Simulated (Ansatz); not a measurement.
Problem. Predict a relaxed structure of `c1ccc(-c2ccc(-c3ccc(-c4ccc(-c5ccc(-c6ccccc6)cc5)cc4)cc3)cc2)cc1`, charge 0, singlet, at PBE-D4/def2-SVP (Ansatz).

Solution. 
```xyz
62

C     4.365   -7.390    8.776
C     3.235   -6.592    9.019
C     2.737   -5.749    8.017
C     3.356   -5.681    6.748
C     2.829   -4.789    5.687
C     2.895   -5.151    4.322
C     2.398   -4.310    3.323
C     1.810   -3.063    3.638
C     1.283   -2.171    2.579
C     1.883   -2.115    1.300
C     1.387   -1.273    0.301
C     0.264   -0.445    0.529
C    -0.263    0.446   -0.530
C     0.596    1.051   -1.476
C     0.099    1.893   -2.474
C    -1.283    2.172   -2.579
C    -1.809    3.063   -3.638
C    -1.061    4.167   -4.109
C    -1.559    5.009   -5.107
C    -2.829    4.788   -5.687
C    -3.356    5.681   -6.747
C    -3.076    7.067   -6.738
C    -3.574    7.911   -7.740
C    -4.365    7.389   -8.776
C    -4.655    6.015   -8.799
C    -4.156    5.171   -7.797
C    -3.577    3.684   -5.218
C    -3.080    2.844   -4.218
C    -2.142    1.566   -1.634
C    -1.645    0.726   -0.634
C    -0.337   -0.502    1.808
C     0.160   -1.343    2.807
C     1.744   -2.701    5.003
C     2.241   -3.542    6.002
C     4.493   -6.491    6.519
C     4.991   -7.335    7.520
H     4.756   -8.052    9.563
H     2.730   -6.634    9.997
H     1.834   -5.150    8.211
H     3.311   -6.131    4.042
H     2.432   -4.643    2.275
H     2.770   -2.732    1.091
H     1.871   -1.269   -0.687
H     1.680    0.870   -1.416
H     0.797    2.332   -3.202
H    -0.075    4.380   -3.669
H    -0.941    5.849   -5.460
H    -2.479    7.492   -5.917
H    -3.349    8.988   -7.706
H    -4.757    8.052   -9.563
H    -5.266    5.592   -9.612
H    -4.365    4.092   -7.842
H    -4.577    3.492   -5.635
H    -3.684    1.984   -3.889
H    -3.222    1.774   -1.674
H    -2.347    0.260    0.074
H    -1.203    0.140    2.028
H    -0.345   -1.372    3.785
H     1.328   -1.721    5.284
H     2.207   -3.210    7.051
H     5.010   -6.436    5.548
H     5.884   -7.949    7.321
```
Point group C2 (tolerance 0.1 Å). This is one stationary point.

Single mean-field runs in def2-SVP are fitted with def2-universal-jkfit.
